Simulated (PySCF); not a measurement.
## Excitation energy of Sc²⁺ by level of theory

Sc²⁺ [Ar] 3d1 (2D) → Sc²⁺ [Ar] 4s1 (2S), as a difference of total energies. All numbers are calculated (PySCF 2.14, the spin-free X2C one-electron Hamiltonian (Gaussian nucleus), in aug-cc-pVQZ-DK). The calculations carry no spin-orbit coupling.

| method | excitation energy (cm⁻¹) |
| --- | --- |
| UHF | 23675 |
| LDA | 27697 |
| PBE | 28495 |
| PBE0 | 28594 |
| r2SCAN | 30515 |
| TPSS | 30832 |
| BLYP | 27374 |
| BHandHLYP | 27054 |

A first-order spin-orbit estimate (lowest level to lowest level, LS coupling) adds 0.019 eV.
